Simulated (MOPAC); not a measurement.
A run for MOPAC: PM7 on Mg2, 2S+1 = 1, a point of a bond scan (R = 3.712 Å).

```
PM7 1SCF PRECISE CHARGE=0 THREADS=1
Mg2

Mg     0.00000000 1     0.00000000 1     0.00000000 1
Mg     0.00000000 1     0.00000000 1     3.71163600 1
```

It printed:

```
*******************************************************************************
 **                                                                           **
 **                              MOPAC v23.2.5                                **
 **                                                                           **
 *******************************************************************************
 ** MOPAC's Digital Object Identifier: https://doi.org/10.5281/zenodo.6511958 **
 **                                                                           **
 ** Please cite the open-source release paper for use of this MOPAC version:  **
 ** J. E. Moussa and J. J. P. Stewart (2026)                                  **
 ** MOPAC: An open-source semiempirical molecular orbital program             **
 ** J. Open Source Softw., 11(119), 8025, https://doi.org/10.21105/joss.08025 **
 *******************************************************************************

                              PM7 CALCULATION RESULTS

 *******************************************************************************
 *  PM7        - The PM7 Hamiltonian to be used
 *
 *
 *
 *                 CHARGE ON SYSTEM = 0
 *
 *
 *
 *  PRECISE    - TIGHTER CRITERIA TO BE USED
 *  1SCF       - DO 1 SCF AND THEN STOP
 *  THREADS=1  - MULTI-THREADING NOT USED
 *  T=         - A TIME OF 172800.0 SECONDS REQUESTED
 *  DUMP=N     - RESTART FILE WRITTEN EVERY 7200.0 SECONDS REQUESTED
 *******************************************************************************
PM7 1SCF PRECISE CHARGE=0 THREADS=1
 Mg2

   ATOM   CHEMICAL          X               Y               Z
  NUMBER   SYMBOL      (ANGSTROMS)     (ANGSTROMS)     (ANGSTROMS)

     1      Mg          0.00000000  *   0.00000000  *   0.00000000  *
     2      Mg          0.00000000  *   0.00000000  *   3.71163600  *



          CARTESIAN COORDINATES

    NO.       ATOM           X           Y           Z

     1        Mg          0.0000      0.0000      0.0000
     2        Mg          0.0000      0.0000      3.7116

 General Reference for PM7:
 "Optimization of Parameters for Semiempirical Methods VI: More Modifications to the
 NDDO Approximations and Re-optimization of Parameters", J. J. P. Stewart, J. Mol. Mod., 1:32, 19 (2013)
 https://link.springer.com/article/10.1007/s00894-012-1667-x

           Empirical Formula: Mg2  =     2 atoms



      MOLECULAR POINT GROUP   :   D*h


      RHF CALCULATION, NO. OF DOUBLY OCCUPIED LEVELS = 2


 -------------------------------------------------------------------------------
 PM7 1SCF PRECISE CHARGE=0 THREADS=1
 Mg2



     1SCF WAS SPECIFIED, SO BFGS WAS NOT USED
     SCF FIELD WAS ACHIEVED


                              PM7 CALCULATION
                                                       MOPAC v23.2.5 Linux




          FINAL HEAT OF FORMATION =         69.01566 KCAL/MOL =     288.76154 KJ/MOL


          COSMO AREA              =         94.12 SQUARE ANGSTROMS
          COSMO VOLUME            =         72.16 CUBIC ANGSTROMS

          IONIZATION POTENTIAL    =          5.332985 EV
          HOMO LUMO ENERGIES (EV) =         -5.333  5.662
          NO. OF FILLED LEVELS    =          2
          MOLECULAR WEIGHT        =         48.6100         POINT GROUP:  D*h

          MOLECULAR DIMENSIONS (Angstroms)

            Atom       Atom       Distance
           Mg     2   Mg     1     3.71164
           Mg     2   Mg     1     0.00000
           Mg     1   Mg     2     0.00000


          SCF CALCULATIONS        =          1





   ATOM   CHEMICAL          X               Y               Z
  NUMBER   SYMBOL      (ANGSTROMS)     (ANGSTROMS)     (ANGSTROMS)

     1      Mg          0.00000000  *   0.00000000  *   0.00000000  *
     2      Mg          0.00000000  *   0.00000000  *   3.71163600  *

                             CARTESIAN COORDINATES

   1   Mg        0.000000000     0.000000000     0.000000000
   2   Mg        0.000000000     0.000000000     3.711636000


           Empirical Formula: Mg2  =     2 atoms



      MOLECULAR POINT GROUP   :   D*h


                  EIGENVALUES
  -9.48135  -5.33299   5.66181   5.71032   5.71032   5.72053   5.72053   5.82063


              NET ATOMIC CHARGES AND DIPOLE CONTRIBUTIONS

  ATOM NO.   TYPE          CHARGE      No. of ELECS.   s-Pop       p-Pop
    1         Mg          -0.000000        2.0000     1.99401     0.00599
    2         Mg           0.000000        2.0000     1.99401     0.00599
 DIPOLE           X         Y         Z       TOTAL
 POINT-CHG.     0.000     0.000     0.000     0.000
 HYBRID         0.000     0.000     0.000     0.000
 SUM            0.000     0.000     0.000     0.000


          ATOMIC ORBITAL ELECTRON POPULATIONS

     Atom    s        px        py        pz
    1 Mg   1.99401   0.00000   0.00000   0.00599
    2 Mg   1.99401   0.00000   0.00000   0.00599

 **********************
 *                    *
 * JOB ENDED NORMALLY *
 *                    *
 **********************




 == MOPAC DONE ==
```

The run finished.

Cost: very roughly 0.04 core-seconds.
